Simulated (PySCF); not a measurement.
C₃H₇FOSi.
Numbering: `[CH3:1][Si@@H:2]1[O:3][CH2:4][C@@H:5]1[F:6]` (hydrogens: H7, H8, H9 on C1; H10 on Si2; H11, H12 on C4; H13 on C5)

The same species was optimised twice, with GFN2-xTB and with PBE0-D3(BJ)/def2-SVP (PySCF), and the same property calculations (PySCF, gas phase) were run on both structures.

```json
{"coordinate": "Si2–O3 (Å)", "GFN2-xTB": "1.661", "PBE0-D3(BJ)/def2-SVP": "1.698", "change": "+0.037"}
{"coordinate": "C1–Si2 (Å)", "GFN2-xTB": "1.887", "PBE0-D3(BJ)/def2-SVP": "1.858", "change": "-0.029"}
{"coordinate": "Si2–C5 (Å)", "GFN2-xTB": "1.932", "PBE0-D3(BJ)/def2-SVP": "1.911", "change": "-0.021"}
{"coordinate": "C4–C5 (Å)", "GFN2-xTB": "1.526", "PBE0-D3(BJ)/def2-SVP": "1.540", "change": "+0.014"}
{"coordinate": "O3–C4 (Å)", "GFN2-xTB": "1.430", "PBE0-D3(BJ)/def2-SVP": "1.434", "change": "+0.004"}
{"coordinate": "C5–F6 (Å)", "GFN2-xTB": "1.382", "PBE0-D3(BJ)/def2-SVP": "1.380", "change": "-0.002"}
{"coordinate": "Si2–O3–C4 (°)", "GFN2-xTB": "97.8", "PBE0-D3(BJ)/def2-SVP": "94.6", "change": "-3.2"}
{"coordinate": "Si2–C5–F6 (°)", "GFN2-xTB": "117.6", "PBE0-D3(BJ)/def2-SVP": "114.9", "change": "-2.7"}
{"coordinate": "O3–C4–C5 (°)", "GFN2-xTB": "100.2", "PBE0-D3(BJ)/def2-SVP": "102.5", "change": "+2.3"}
{"coordinate": "C1–Si2–C5 (°)", "GFN2-xTB": "117.4", "PBE0-D3(BJ)/def2-SVP": "115.3", "change": "-2.1"}
{"coordinate": "O3–Si2–C5 (°)", "GFN2-xTB": "77.9", "PBE0-D3(BJ)/def2-SVP": "79.7", "change": "+1.8"}
{"coordinate": "Si2–C5–C4 (°)", "GFN2-xTB": "84.0", "PBE0-D3(BJ)/def2-SVP": "83.2", "change": "-0.8"}
{"coordinate": "C1–Si2–O3 (°)", "GFN2-xTB": "115.0", "PBE0-D3(BJ)/def2-SVP": "115.4", "change": "+0.4"}
{"coordinate": "C4–C5–F6 (°)", "GFN2-xTB": "112.4", "PBE0-D3(BJ)/def2-SVP": "112.7", "change": "+0.3"}
```

Rotational constants: A = 3873, B = 2666, C = 1893 MHz (GFN2-xTB) against A = 3758, B = 2805, C = 1932 MHz (PBE0-D3(BJ)/def2-SVP). Point groups within 0.08 Å: C1 and C1.

On the GFN2-xTB structure: C1s of C1 (eV) 290.47 [delta-SCF UKS SCAN, pcX-2 on the ionised atom, pcseg-1 elsewhere, spin-free X2C]; Si1s of Si2 (eV) 1847.07 [delta-SCF UKS SCAN, pcX-2 on the ionised atom, pcseg-1 elsewhere, spin-free X2C]; Si2p of Si2 (eV) 107.43 [delta-SCF UKS SCAN, pcX-2 on the ionised atom, pcseg-1 elsewhere, spin-free X2C]; O1s of O3 (eV) 537.64 [delta-SCF UKS SCAN, pcX-2 on the ionised atom, pcseg-1 elsewhere, spin-free X2C]; C1s of C4 (eV) 292.27 [delta-SCF UKS SCAN, pcX-2 on the ionised atom, pcseg-1 elsewhere, spin-free X2C]; C1s of C5 (eV) 292.20 [delta-SCF UKS SCAN, pcX-2 on the ionised atom, pcseg-1 elsewhere, spin-free X2C]; F1s of F6 (eV) 692.16 [delta-SCF UKS SCAN, pcX-2 on the ionised atom, pcseg-1 elsewhere, spin-free X2C].

Q: What do these properties become on the PBE0-D3(BJ)/def2-SVP structure?

A: 
| property | level | on GFN2-xTB | on PBE0-D3(BJ)/def2-SVP | change |
| --- | --- | --- | --- | --- |
| C1s of C1 (eV) | delta-SCF UKS SCAN, pcX-2 on the ionised atom, pcseg-1 elsewhere, spin-free X2C | 290.47 | 290.50 | +0.03 |
| Si1s of Si2 (eV) | delta-SCF UKS SCAN, pcX-2 on the ionised atom, pcseg-1 elsewhere, spin-free X2C | 1847.07 | 1847.12 | +0.05 |
| Si2p of Si2 (eV) | delta-SCF UKS SCAN, pcX-2 on the ionised atom, pcseg-1 elsewhere, spin-free X2C | 107.43 | 107.47 | +0.04 |
| O1s of O3 (eV) | delta-SCF UKS SCAN, pcX-2 on the ionised atom, pcseg-1 elsewhere, spin-free X2C | 537.64 | 537.66 | +0.02 |
| C1s of C4 (eV) | delta-SCF UKS SCAN, pcX-2 on the ionised atom, pcseg-1 elsewhere, spin-free X2C | 292.27 | 292.34 | +0.07 |
| C1s of C5 (eV) | delta-SCF UKS SCAN, pcX-2 on the ionised atom, pcseg-1 elsewhere, spin-free X2C | 292.20 | 292.35 | +0.15 |
| F1s of F6 (eV) | delta-SCF UKS SCAN, pcX-2 on the ionised atom, pcseg-1 elsewhere, spin-free X2C | 692.16 | 692.33 | +0.17 |

The heavy atoms differ by 0.052 Å rms after alignment. Among bonds between heavy atoms Si2–O3 changes most (+0.037 Å). Changes are differences of the printed values. Neither structure is proved a minimum here.
